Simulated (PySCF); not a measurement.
**Fe⁸⁺: ionisation energy**

Fe⁸⁺ [Ar] → Fe⁹⁺ [Ne] 3s2 3p5 [3p1/2^2 3p3/2^3, M_J = 3/2], as a difference of total energies. Computed with PySCF 2.14 in an even-tempered Gaussian basis (20 s from 0.43 bohr⁻², ratio 2.4; 14 p from 0.56 bohr⁻², ratio 2.4; 5 d from 4.4 bohr⁻², ratio 2.6; 4 f from 6.5 bohr⁻², ratio 2.6), with the two-component X2C-1e Hamiltonian. Correlated levels: 1s2 frozen; the 52 highest virtual spinors dropped. "Screened" scales the spin-orbit matrix elements by Boettger's factors to mimic the two-electron term; Breit and QED terms are absent.

| method | ionisation energy (eV) |
| --- | --- |
| GHF (spin-free) | 233.11 |
| GMP2 (spin-free) | 233.84 |
| GHF (screened spin-orbit) | 232.44 |
| GMP2 (screened spin-orbit) | 233.17 |

Q: How much does correlation contribute at GMP2 (screened spin-orbit)?

A: 233.17 − (232.44) = 0.73 eV, measured against GHF (screened spin-orbit).

For comparison: 233.6 ± 0.4 eV (semi-empirical (NIST evaluation); NIST Atomic Spectra Database, ionization energies).
